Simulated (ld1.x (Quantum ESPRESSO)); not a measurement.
# vanadium (V), PAW: configuration errors across variants

* Element: vanadium
* Generator: ld1.x (Quantum ESPRESSO) 7.5
* Type: PAW
* Functional: PW91
* Relativity: scalar-relativistic
* Frozen core: [Ne] 3s2
* Valence charge: 11
* Reference configuration: 3p6 3d3 4s1.75 4p0.25
* Partial waves: 4s (bound): rcut 2.55, rcutus 3.10 bohr; 4s channel at 0.65 Ry: rcut 2.55, rcutus 3.10 bohr; 3p (bound): rcut 1.80, rcutus 2.10 bohr; 4p (bound): rcut 1.80, rcutus 2.10 bohr; 3d (bound): rcut 1.50, rcutus 2.10 bohr; 3d channel at 2.1 Ry: rcut 1.50, rcutus 2.10 bohr
* Local potential: all-electron potential smoothed inside 2.50 bohr (lloc = -2)
* Core correction: Bessel-smoothed model core, default radius (core density twice the valence density)
* Augmentation charge: BESSEL, radius 1.70 bohr

All-electron excitation energies from the reference (eV): (1) 3p6 3d3 4s2 4p0 -0.821; (2) 3p6 3d3 4s1 4p0 6.964; (3) 3p6 3d3 4s1.5 4p0 2.295; (4) 3p6 3d4 4s1 4p0 -0.252; (5) 3p6 3d3 4s0 4p2 6.067.

The default core radius of the base comes out at 0.50 bohr.

Tests that are not counted but printed errors over 1 eV. “base”: 3p6 3d3 4s0 4p0 (solver errors, printed error -874 eV); 3p6 3d3 4s0 4p1 (solver errors, printed error -945 eV). “core correction Bessel-smoothed model core inside 2.18 bohr”: 3p6 3d3 4s0 4p0 (solver errors, printed error -874 eV); 3p6 3d3 4s0 4p1 (solver errors, printed error -945 eV). “augmentation PSQ, inside the norm-conserving radii”: 3p6 3d3 4s0 4p0 (solver errors, printed error -874 eV); 3p6 3d3 4s0 4p1 (solver errors, printed error -941 eV). “waves 4s (bound): rcut 2.55, rcutus 4.48 bohr; 4s channel at 0.65 Ry: rcut 2.55, rcutus 4.48 bohr”: 3p6 3d3 4s0 4p0 (solver errors, printed error -874 eV). “wave 3d channel at 2.1 Ry: rcut 1.50, rcutus 2.10 bohr becomes 3d channel at -0.24 Ry: rcut 1.50, rcutus 2.10 bohr”: 3p6 3d3 4s0 4p1 (solver errors, printed error -944 eV).

5 further variants failed, have other tests or another functional or relativity, and are left out.

Errors AE − PS in meV (a dash: test not solved or not reliable):

```tsv
change	(1)	(2)	(3)	(4)	(5)	bound ghosts
base	+0.2	-0.1	-0.2	-6.2	+2.5	none
core correction Bessel-smoothed model core inside 2.18 bohr	+0.2	-0.1	-0.2	-6.5	+2.2	none
augmentation PSQ, inside the norm-conserving radii	+0.1	-0.7	-0.1	-9.9	-0.1	none
waves 4s (bound): rcut 2.55, rcutus 4.48 bohr; 4s channel at 0.65 Ry: rcut 2.55, rcutus 4.48 bohr	+1.3	+9.3	+0.9	–	–	none
wave 3d channel at 2.1 Ry: rcut 1.50, rcutus 2.10 bohr becomes 3d channel at -0.24 Ry: rcut 1.50, rcutus 2.10 bohr	+0.2	0.0	-0.2	–	–	none
local potential all-electron potential smoothed inside 1.64 bohr (lloc = -2)	+0.2	+0.1	-0.2	-4.2	+3.6	none
local potential all-electron potential smoothed inside 2.10 bohr (lloc = -1)	+0.2	+0.3	-0.2	-3.5	+5.6	none
```

Give the same row for: waves 3d (bound): rcut 1.50, rcutus 1.60 bohr; 3d channel at 2.1 Ry: rcut 1.50, rcutus 1.60 bohr.

+0.2, +0.5, -0.1, -5.7, +7.1; bound ghosts: none.
